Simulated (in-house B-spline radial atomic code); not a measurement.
# Ionising Ba²⁺ with different functionals

Computed with an all-electron radial atomic-structure program (B-spline basis): scalar-relativistic (spin-free X2C) Hamiltonian, Fermi nucleus of rms radius 4.8378 fm, spin-polarised at highest spin, spherical fractional occupations for the functionals, the average over the highest-spin determinants for Hartree-Fock. The ionisation energy is the difference of two self-consistent energies, [Kr] 4d10 5s2 5p6 → [Kr] 4d10 5s2 5p5, without Breit or QED terms; ε is the level of the shell that loses the electron (its least bound occupied spin orbital). There is no spin-orbit coupling in this Hamiltonian.

Hybrids are left out here: with spherical fractional occupations of an open shell their exact exchange keeps a self-interaction that integer-occupation calculations don't have.

```json
{"method": "Hartree-Fock", "rung": "Hartree-Fock", "ΔSCF (eV)": "35.55", "-ε(5p) (eV)": "36.19"}
{"method": "LDA VWN5", "rung": "LDA", "ΔSCF (eV)": "36.48", "-ε(5p) (eV)": "31.08"}
{"method": "LDA PW92", "rung": "LDA", "ΔSCF (eV)": "36.48", "-ε(5p) (eV)": "31.07"}
{"method": "LDA exchange-only", "rung": "LDA", "ΔSCF (eV)": "34.94", "-ε(5p) (eV)": "29.62"}
{"method": "PBE", "rung": "GGA", "ΔSCF (eV)": "36.26", "-ε(5p) (eV)": "30.91"}
{"method": "PBEsol", "rung": "GGA", "ΔSCF (eV)": "36.29", "-ε(5p) (eV)": "30.93"}
{"method": "BLYP", "rung": "GGA", "ΔSCF (eV)": "36.07", "-ε(5p) (eV)": "30.69"}
{"method": "RPBE", "rung": "GGA", "ΔSCF (eV)": "36.22", "-ε(5p) (eV)": "30.88"}
{"method": "PW91", "rung": "GGA", "ΔSCF (eV)": "36.33", "-ε(5p) (eV)": "30.97"}
{"method": "BP86", "rung": "GGA", "ΔSCF (eV)": "36.38", "-ε(5p) (eV)": "31.01"}
{"method": "AM05", "rung": "GGA", "ΔSCF (eV)": "36.28", "-ε(5p) (eV)": "30.91"}
{"method": "OLYP", "rung": "GGA", "ΔSCF (eV)": "36.27", "-ε(5p) (eV)": "30.94"}
{"method": "TPSS", "rung": "meta-GGA", "ΔSCF (eV)": "36.39", "-ε(5p) (eV)": "31.07"}
{"method": "SCAN", "rung": "meta-GGA", "ΔSCF (eV)": "36.66", "-ε(5p) (eV)": "31.39"}
{"method": "r2SCAN", "rung": "meta-GGA", "ΔSCF (eV)": "36.66", "-ε(5p) (eV)": "31.39"}
{"method": "revTPSS", "rung": "meta-GGA", "ΔSCF (eV)": "36.43", "-ε(5p) (eV)": "31.11"}
```

Problem. How do they compare with the NIST value?

Solution. NIST lists 35.844 eV ± 0.0025 (measured, ground level to ground level). Errors run from -0.90 to +0.81 eV; BLYP is closest (+0.22 eV), but part of that can be cancellation, since the calculations leave out spin-orbit coupling, Breit-QED terms, multiplet and fine-structure energies. Hartree-Fock also lacks correlation.
